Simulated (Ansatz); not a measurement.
Frontier orbitals of CH₄B₂FGa.

Cartesian coordinates in Å:
```
B 0.7297 -0.0354 -0.1778
Ga 1.0284 1.9838 -0.9617
C -0.4641 -0.9380 0.4479
B -0.8751 0.4660 0.0666
F -1.9305 1.2577 0.0673
H 1.1287 -0.2122 -1.3252
H 1.6125 0.4373 0.5323
H -0.3989 -1.1915 1.5045
H -0.8309 -1.7677 -0.1539
```

The species carries charge 0 and has multiplicity 1. Correlated methods include outer-core shells of Ga, which these sets cover unevenly. Scalar relativity is left out up to krypton. The bonds changed during the relaxation, so this is another structure than the one it started from. The geometry is a stationary point of PBE0-D4/def2-TZVP. Basis def2-TZVPP, Ansatz 0.2.0.

```json
{"functional": "PBE", "HOMO (eV)": "-5.28", "LUMO (eV)": "-2.16", "gap (eV)": "3.12"}
{"functional": "PBE0", "HOMO (eV)": "-6.26", "LUMO (eV)": "-1.39", "gap (eV)": "4.87"}
{"functional": "B3LYP", "HOMO (eV)": "-6.11", "LUMO (eV)": "-1.62", "gap (eV)": "4.49"}
{"functional": "r2SCANh", "HOMO (eV)": "-5.84", "LUMO (eV)": "-1.68", "gap (eV)": "4.16"}
{"functional": "HSE06 (plane-wave form)", "HOMO (eV)": "-5.87", "LUMO (eV)": "-1.76", "gap (eV)": "4.11"}
{"functional": "CAM-B3LYP", "HOMO (eV)": "-7.50", "LUMO (eV)": "-0.47", "gap (eV)": "7.03"}
{"functional": "ωB97M-V", "HOMO (eV)": "-8.27", "LUMO (eV)": "0.32", "gap (eV)": "8.59"}
```

Against PBE, PBE0 changes HOMO and LUMO by −0.98 and +0.77 eV, ωB97M-V by −2.99 and +2.49 eV. A gap of 3.12 eV thus becomes 8.59 eV for the same molecule, so an orbital gap means little without its functional. A positive LUMO is unbound and depends on the basis.

B3LYP here is the variant with VWN-RPA as its local correlation; programs differ in this.
